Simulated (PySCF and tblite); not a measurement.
Results of a calculation; reference values are marked as such.
Ring inversion: stationary points, barriers and rates

System: C₈H₁₀, numbered as in [CH3:1][CH:2]1[CH:3]=[CH:4][CH:5]=[CH:6][CH:7]=[CH:8]1.

Motion: inversion of the 7-membered ring (2–3–4–5–6–7–8). The path came from a restrained scan, a climbing-image band and a saddle search at GFN2-xTB; energies are PBE0/pcSseg-1 + D3(BJ)//GFN2-xTB, thermal terms GFN2-xTB. Rate constants are transition-state-theory values, counting equivalent paths, without tunnelling. Run with tblite and PySCF.

| point | symmetry | E(GFN2) kcal/mol | E(DFT) kcal/mol | ZPE change kcal/mol | lowest mode cm⁻¹ | dipole D |
| --- | --- | --- | --- | --- | --- | --- |
| start | Cs | 0.0 | 0.0 | 0.00 | 137 | 0.33 |
| saddle | Cs | 7.4 | 7.4 | 0.28 | 75i | 0.55 |
| end | Cs | 1.5 | 1.2 | 0.24 | 147 | 0.33 |

| Quantity | Value |
| --- | --- |
| Electronic barrier | 7.4 kcal/mol |
| Barrier with zero-point energy | 7.6 kcal/mol |
| ΔH‡ (298 K) | 7.2 kcal/mol |
| ΔS‡ (298 K, symmetry apart) | -2.5 cal/(mol K) |
| Paths | 1 equivalent path |
| End point | a different minimum |
| Mean lifetime of the start against this motion at 298 K | 110 ns |
| Cost | 73 s on 1 thread of AMD EPYC 7B13, shared host (rough), peak memory 0.87 GiB, launched as `OMP_NUM_THREADS=1 python ens_run.py task.json out` |

```tsv
T/K	ΔG‡ kcal/mol	k s⁻¹	ΔG kcal/mol	k back s⁻¹
150	7.7	19	1.4	2160
200	7.8	1.3×10⁴	1.4	4.7×10⁵
250	7.9	7×10⁵	1.4	1.2×10⁷
298	8.0	8.9×10⁶	1.4	9.5×10⁷
350	8.1	6.4×10⁷	1.4	4.8×10⁸
400	8.2	2.6×10⁸	1.4	1.5×10⁹
500	8.6	1.9×10⁹	1.4	7.6×10⁹
```

ΔG and ΔG‡ leave out symmetry numbers and mirror images; rates count paths: 1 out, 1 back.
